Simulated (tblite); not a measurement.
Species: C3H9Cl3OSi2.
SMILES with atom numbers: `[CH3:1][O:2][Si@@H:3]([Cl:4])[SiH2:5][C@H:6]([Cl:7])[CH2:8][Cl:9]` (hydrogens: H10, H11, H12 on C1; H13 on Si3; H14, H15 on Si5; H16 on C6; H17, H18 on C8)

Computed with GFN2-xTB (tblite), gas phase: L-BFGS steps from a force-field or distance-geometry start until the largest atomic force falls under 0.01 eV/Å.

Geometry at step 72:
```
atom  x, y, z in Å
C1      3.7708    0.2365    0.1059
O2      2.4260    0.4820   -0.2127
Si3     1.2701   -0.5342   -0.7306
Cl4     1.4660   -2.2817    0.2884
Si5    -0.5993    0.7229   -0.2689
C6     -2.1196   -0.4774   -0.1985
Cl7    -1.7940   -1.9667   -1.1613
C8     -3.3457    0.1824   -0.7847
Cl9    -3.6121    1.7132    0.0693
H10     3.8983   -0.7919    0.4467
H11     4.0732    0.9303    0.8950
H12     4.3969    0.3906   -0.7765
H13     1.4709   -0.9521   -2.1277
H14    -0.9053    1.6542   -1.3642
H15    -0.6342    1.5129    0.9669
H16    -2.3259   -0.8150    0.8222
H17    -3.1831    0.3950   -1.8431
H18    -4.2619   -0.3948   -0.6673
```

Question: What forces act on the atoms?

Answer: 
```json
{"atom": "C1", "Fx (eV/Å)": "-0.034", "Fy (eV/Å)": "-0.013", "Fz (eV/Å)": "-0.085"}
{"atom": "O2", "Fx (eV/Å)": "-0.048", "Fy (eV/Å)": "-0.026", "Fz (eV/Å)": "0.002"}
{"atom": "Si3", "Fx (eV/Å)": "0.088", "Fy (eV/Å)": "-0.015", "Fz (eV/Å)": "0.022"}
{"atom": "Cl4", "Fx (eV/Å)": "0.021", "Fy (eV/Å)": "0.013", "Fz (eV/Å)": "0.027"}
{"atom": "Si5", "Fx (eV/Å)": "-0.001", "Fy (eV/Å)": "-0.063", "Fz (eV/Å)": "-0.038"}
{"atom": "C6", "Fx (eV/Å)": "-0.008", "Fy (eV/Å)": "0.029", "Fz (eV/Å)": "0.029"}
{"atom": "Cl7", "Fx (eV/Å)": "-0.069", "Fy (eV/Å)": "0.184", "Fz (eV/Å)": "0.090"}
{"atom": "C8", "Fx (eV/Å)": "-0.004", "Fy (eV/Å)": "-0.056", "Fz (eV/Å)": "0.007"}
{"atom": "Cl9", "Fx (eV/Å)": "0.056", "Fy (eV/Å)": "0.010", "Fz (eV/Å)": "-0.071"}
{"atom": "H10", "Fx (eV/Å)": "0.037", "Fy (eV/Å)": "0.012", "Fz (eV/Å)": "0.073"}
{"atom": "H11", "Fx (eV/Å)": "-0.063", "Fy (eV/Å)": "-0.073", "Fz (eV/Å)": "-0.096"}
{"atom": "H12", "Fx (eV/Å)": "-0.027", "Fy (eV/Å)": "0.036", "Fz (eV/Å)": "0.026"}
{"atom": "H13", "Fx (eV/Å)": "0.067", "Fy (eV/Å)": "0.039", "Fz (eV/Å)": "0.044"}
{"atom": "H14", "Fx (eV/Å)": "0.048", "Fy (eV/Å)": "-0.020", "Fz (eV/Å)": "-0.015"}
{"atom": "H15", "Fx (eV/Å)": "-0.022", "Fy (eV/Å)": "-0.016", "Fz (eV/Å)": "0.048"}
{"atom": "H16", "Fx (eV/Å)": "0.013", "Fy (eV/Å)": "-0.012", "Fz (eV/Å)": "-0.141"}
{"atom": "H17", "Fx (eV/Å)": "-0.062", "Fy (eV/Å)": "0.112", "Fz (eV/Å)": "0.075"}
{"atom": "H18", "Fx (eV/Å)": "0.009", "Fy (eV/Å)": "-0.142", "Fz (eV/Å)": "0.004"}
```

The largest, 0.22 eV/Å, acts on Cl7; the rms over all components is 0.059 eV/Å. The forces sum to zero within rounding, as they must for an isolated molecule in no field.

Question: Give the force on Cl7 in Eh/bohr and in nN.

Answer: 0.216 eV/Å ÷ 51.422 = 0.00420 Eh/bohr, and 0.216 eV/Å × 1.602 = 0.35 nN.

Question: How far is this geometry from the end of the optimisation?

Answer: 0.059 eV above it, and 0.482 Å rms away after alignment. The bonds farthest from their final lengths, with half the difference of the two atoms' forces along the bond (positive lengthens):

| bond | now (Å) | final (Å) | force along bond (eV/Å) |
| --- | --- | --- | --- |
| Si5–C6 | 1.938 | 1.925 | -0.02 |
| C6–Cl7 | 1.803 | 1.793 | -0.09 |
| O2–Si3 | 1.624 | 1.620 | -0.06 |
| Si3–H13 | 1.472 | 1.468 | -0.02 |
| C1–H11 | 1.093 | 1.090 | -0.03 |
| C6–H16 | 1.095 | 1.091 | -0.07 |

The angle farthest from its final value is Si5–C6–Cl7, 110.5° against 106.2°.

Of the 2 listed bonds off by 0.010 Å or more, this force points towards the final length in 2.

The cost below is that of the whole relaxation. The run took 2.0 s on one thread, Arm Neoverse V2 (aarch64), on a shared host.
